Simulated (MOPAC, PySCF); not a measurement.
C2H5NSi, SMILES `C=N[SiH]=C` (C–N–Si–C torsion 47°), neutral singlet in the gas phase. 

Cartesian coordinates (Å):
SMILES: C=N[SiH]=C
```xyz
9

C     -1.8809     0.1785     0.3126
N     -1.0229    -0.7455     0.3167
Si     0.5810    -0.7575    -0.3036
C      1.7426     0.4594    -0.0613
H     -1.7415     1.1464    -0.1871
H     -2.8363     0.0430     0.8285
H      0.8589    -2.0314    -0.9789
H      2.7626     0.3302    -0.4007
H      1.5365     1.3769     0.4738
```
Charge 0, spin multiplicity 1.

All levels are single points at this geometry (B3LYP-D3(BJ)/def2-TZVP); Pople sets use spherical d functions. Orbital energies aren't observables, and empty levels follow the basis.

```csv
level,HOMO (eV),LUMO (eV),gap (eV),dipole (D),"vertical IE, Delta-SCF (eV)"
M06-2X/def2-TZVP in PySCF,-7.24,-0.73,6.51,1.75,8.21
PBE-D3(BJ)/def2-TZVP in PySCF,-5.26,-2.66,2.60,1.48,8.15
BP86/6-31G* in PySCF,-5.10,-2.37,2.74,1.38,–
M06-2X/6-31G* in PySCF,-7.06,-0.35,6.71,1.54,–
HF/6-31G* in PySCF,-8.10,2.54,10.63,1.97,6.64
PM7 in MOPAC,-9.07,-1.03,8.04,2.31,–
```
